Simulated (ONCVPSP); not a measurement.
**Building the ONCV potential for Ge (PBE, fully relativistic).**

Input for ONCVPSP 4.0.1:

```
# ATOM AND REFERENCE CONFIGURATION
# atsym  z   nc   nv     iexc    psfile
  Ge 32.00    6    1        4      upf
#
#   n    l    f
    1    0    2.00
    2    0    2.00
    2    1    6.00
    3    0    2.00
    3    1    6.00
    3    2   10.00
    4    0    2.00
#
# PSEUDOPOTENTIAL AND OPTIMIZATION
# lmax
    2
#
#   l,   rc,      ep,       ncon, nbas, qcut
    0    1.45    0.00    4    7    5.20
    1    1.40    0.32    3    7    5.70
    2    1.40    0.37    4    7    6.90
#
# LOCAL POTENTIAL
# lloc, lpopt,  rc(5),   dvloc0
    0    5    1.45    0.00
#
# VANDERBILT-KLEINMAN-BYLANDER PROJECTORs
# l, nproj, debl
    0    0    0.30
    1    2    3.60
    2    1    2.10
#
# MODEL CORE CHARGE
# icmod, fcfact, rcfact
    3    5.75    1.00
#
# LOG DERIVATIVE ANALYSIS
# epsh1, epsh2, depsh
   -3.00    5.00    0.02
#
# OUTPUT GRID
# rlmax, drl
    6.00    0.01
#
# TEST CONFIGURATIONS
# ncnf
    4
# nvcnf
#   n    l    f
    2
    4    0    2.00
    4    1    2.00
#
    2
    4    0    2.00
    4    1    1.00
#
    1
    4    0    1.00
#
    2
    4    0    1.00
    4    1    3.00
#
```

Command:

```bash
oncvpspr.x < Ge.dat > Ge.out
```

Resulting log (shortened: citation, most of the input echo, consistency checks and plot data are left out):

```
ONCVPSP  (Optimized Norm-Conservinng Vanderbilt PSeudopotential)
relativistic version 4.0.1

test_data: rc < rc(lloc) for l = 1.  Not allowed.
test_data: rc < rc(lloc) for l = 2.  Not allowed.
ERROR: test_data found   2 ERROR; stopping
```

The run stopped because the input breaks a rule of the program: no channel may have a smaller radius than the local channel.

The run took about 0.01 s on one core of a shared server CPU.
